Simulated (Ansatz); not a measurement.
Consider the ligand exchange at a Ge–F bond: `[F][Ge]([Cl])([Cl])[I]` + HCl → `[Cl][Ge]([Cl])([Cl])[I]` + H–F.

Calculated with Ansatz (gas phase, PBE0-D4/def2-TZVP geometries, no zero-point term in ΔE). CCSD(T)/CBS is the MP2 limit (def2-TZVPP, def2-QZVPP) plus CCSD(T) − MP2 in def2-TZVPP, frozen cores. This one scheme is used for every species. Functionals use def2-TZVPP. B3LYP here is the variant with VWN-RPA as its local correlation; programs differ in this. HSE06 is defined as in plane-wave codes. def2 core potentials past Kr. For Ge, I outer-core shells are correlated without core-valence functions, which leaves a few kJ/mol of doubt a bond. Scalar relativity is left out up to krypton.

```
             level  ΔE (kJ/mol)  difference from CCSD(T)/CBS
       LDA (SPW92)         -9.2                          4.1
            PBE-D4        -11.6                          1.7
         revPBE-D4        -13.6                         -0.3
           BLYP-D4         -6.5                          6.8
         r2SCAN-D4         -4.4                          8.9
            B97M-V         -0.2                         13.1
           PBE0-D4        -14.8                         -1.5
          B3LYP-D4         -8.6                          4.7
        r2SCANh-D4         -6.6                          6.7
        r2SCAN0-D4         -9.4                          3.9
          BHLYP-D4        -10.0                          3.3
      CAM-B3LYP-D4         -1.3                         12.0
           ωB97X-V         -3.3                         10.0
           ωB97M-V         -7.0                          6.3
            B2PLYP         -4.1                          9.2
          PBE-QIDH        -13.2                          0.1
               PBE         -6.7                          6.6
            revPBE         -5.5                          7.8
              BLYP          3.2                         16.5
            r2SCAN         -3.3                         10.0
              PBE0        -10.4                          2.9
             B3LYP         -0.5                         12.8
           r2SCANh         -5.3                          8.0
             HSE06        -11.0                          2.3
             BHLYP         -1.5                         11.8
         CAM-B3LYP          3.5                         16.8
           LC-ωPBE         -1.3                         12.0
RPA@PBE/def2-TZVPP         -3.8                          9.5
       HF/def2-SVP          0.4                         13.7
      MP2/def2-SVP          0.3                         13.6
     CCSD/def2-SVP          4.4                         17.7
  CCSD(T)/def2-SVP          4.1                         17.4
     HF/def2-TZVPP          1.7                         15.0
    MP2/def2-TZVPP        -15.7                         -2.4
   CCSD/def2-TZVPP         -5.7                          7.6
CCSD(T)/def2-TZVPP         -7.4                          5.9
     HF/def2-QZVPP          3.9                         17.2
    MP2/def2-QZVPP        -18.3                         -5.0
SCS-MP2/def2-QZVPP        -10.8                          2.5
     MP2/CBS(def2)        -21.6                         -8.3
       CCSD(T)/CBS        -13.3                            0
```

**Question.** What do rigid-rotor, harmonic-oscillator terms from PBE0-D4/def2-TZVP frequencies (298.15 K, 1 bar) make of the CCSD(T)/CBS value? (An estimate is asked.)

**Answer.** The calculation gave: ΔZPE = +4.4 kJ/mol, ΔH = -7.9 kJ/mol, ΔS = -11 J/(mol·K), ΔG = -4.6 kJ/mol.

Largest T1 diagnostic among the species: 0.010.

From PBE to PBE0 (25 % exact exchange), in def2-TZVPP and without D4, ΔE moves by −3.7 kJ/mol. The D4 term adds −8.2 kJ/mol with B3LYP and −4.4 kJ/mol with PBE0; it sums over pairs of atoms, weighted by their polarisabilities, and B3LYP, whose exchange is more repulsive, gets the larger term.
